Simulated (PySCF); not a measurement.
C₅H₈. Atoms are numbered in the order given.

```xyz
13

C     -0.0499     1.0741    -0.6692
C     -0.0499     1.0741     0.6692
C      0.1094    -0.3196     1.2319
C     -0.1444    -1.2231     0.0000
C      0.1094    -0.3196    -1.2319
H     -0.1104     1.9674    -1.2964
H     -0.1104     1.9674     1.2964
H     -0.5808    -0.5331     2.0653
H      1.1308    -0.4534     1.6380
H     -1.1987    -1.5435     0.0000
H      0.4716    -2.1346     0.0000
H      1.1308    -0.4534    -1.6380
H     -0.5808    -0.5331    -2.0653
```

Geometry optimised at B3LYP-D3(BJ)/def2-SVP. One conformer was computed; it need not be the lowest.

Level of theory: PBE/def2-TZVP (PySCF).

Isolated molecule, no solvent.

| Quantity | Value |
|---|---|
| total energy | -195.12181 hartree |
| point group | Cs |
| highest occupied level | -5.70 eV |
| lowest empty level | -0.47 eV |
| orbital gap | 5.23 eV |
| dipole moment | 0.23 D |
| quadrupole, principal values (traceless, Buckingham form, about the centre of nuclear charge) | -1.55, 0.30, 1.26 D·Å |
| mean static polarisability | 58.5 bohr³ (8.66 Å³) |
| polarisability, principal values | 46.2, 60.5, 68.8 bohr³ |
